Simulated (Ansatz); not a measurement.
Ansatz (an electronic-structure program) job for C3H4FNSi, SMILES N#C/C=C\[SiH2]F, PBE0/def2-SVPD. Coordinates come from a ωB97X-D3(BJ)/def2-SVP optimisation. The structure was generated by enumeration; whether it is a known compound was not checked. One conformer was computed; it need not be the lowest.

Ansatz 0.2 input:
```yaml
crystal:
  periodic: [false, false, false]
  atoms:
    - {symbol: N, position_ang: [1.39468295, -0.87391075, 2.34079826]}
    - {symbol: C, position_ang: [1.31046115, -1.06307561, 1.20138386]}
    - {symbol: C, position_ang: [1.16454342, -1.25477062, -0.22347825]}
    - {symbol: C, position_ang: [0.29590189, -0.51868850, -0.93426195]}
    - {symbol: Si, position_ang: [-0.80110999, 0.81018943, -0.18332730]}
    - {symbol: F, position_ang: [-1.72651201, 1.37456289, -1.39955261]}
    - {symbol: H, position_ang: [1.79872641, -2.02541643, -0.67487764]}
    - {symbol: H, position_ang: [0.23368351, -0.71195785, -2.01258235]}
    - {symbol: H, position_ang: [-1.68502386, 0.23171860, 0.85780559]}
    - {symbol: H, position_ang: [0.01854252, 1.92852135, 0.34476029]}
basis:
  gaussian:
    orbitals: def2-SVPD
hamiltonian:
  xc: {name: PBE0}
```

Program output:

```
WARN ansatz: RAYON_NUM_THREADS=1 ignored (pool sized by the plan → 1); use --threads N
Functional definition: PBE0
integrals: 0.09 GiB planned
1368 factors; their error is unknown
mean field: 0.77 GiB planned
mean field evaluation 1: about -15236.3649 eV, gradient 5.0e1 eV
mean field evaluation 2: about -15231.5254 eV, gradient 7.2e1 eV
mean field evaluation 4: about -15241.5623 eV, gradient 4.7e0 eV
mean field evaluation 8: about -15241.6030 eV, gradient 3.0e-1 eV
mean field evaluation 16: about -15241.6726 eV, gradient 1.1e-4 eV
mean field -15241.67264034 eV, -560.1211383556 hartree, gradient 2.0e-5 eV, S^2 0.000000; 0 other end points of the search recorded, 0 dependent functions left out
reference -15241.67267816 eV, -560.1211397455 hartree; 26, 26 occupied and 133, 133 virtual orbitals, 1368 factors
Total energy: -15241.67267816 eV, -560.1211397455 hartree
```

Self-consistency was reached.
